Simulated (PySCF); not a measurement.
**Stretching BiS**

Set-up: Bi cc-pVDZ-PP with ECP60, S cc-pV(D+d)Z; scalar-relativistic core potentials (PySCF 2.14). Energies in eV from Bi + S in their ground configurations at the same level. State: ²Π (doublet), unpaired electrons π ↑.

```csv
R (Å),r²SCAN0,r²SCAN
1.995,-1.045,-1.292
2.088,-1.968,-2.259
2.181,-2.458,-2.794
2.250,-2.621,-2.990
2.320,-2.656,-3.056
2.390,-2.610,-3.025
2.482,-2.482,-2.880
2.598,-2.262,-2.622
2.738,-1.953,-2.275
2.923,-1.525,-1.813
```

**Question.** Put a parabola through the three lowest points of the r²SCAN curve and estimate Re, k and ωe (reduced mass 27.73 u; 1 eV/Å² = 0.16022 mdyn/Å; ωe = 1302.8·√(k/μ) cm⁻¹).

**Answer.** Through R = 2.25, 2.32, 2.39 Å the second-order coefficient is 9.90 eV/Å², so Re ≈ 2.333 Å, k ≈ 3.17 mdyn/Å and ωe ≈ 441 cm⁻¹. A polynomial fit of higher order to the unrounded r²SCAN energies gives Re = 2.329 Å, k = 3.10 mdyn/Å, ωe = 435 cm⁻¹; anharmonicity and rounding make the difference.

The higher-order fit for each curve: r²SCAN: Re = 2.329 Å, ωe = 435 cm⁻¹, De = 3.06 eV. R²SCAN0 gave no clean fit.

⟨S²⟩ of the unrestricted solution departs from its pure value on part of the curve, where spin states mix. These are scalar-relativistic numbers at best; spin–orbit coupling would shift them, the dissociation energy most. The state is the lowest determinant that a PBE0 search found; another state may lie lower at other levels.
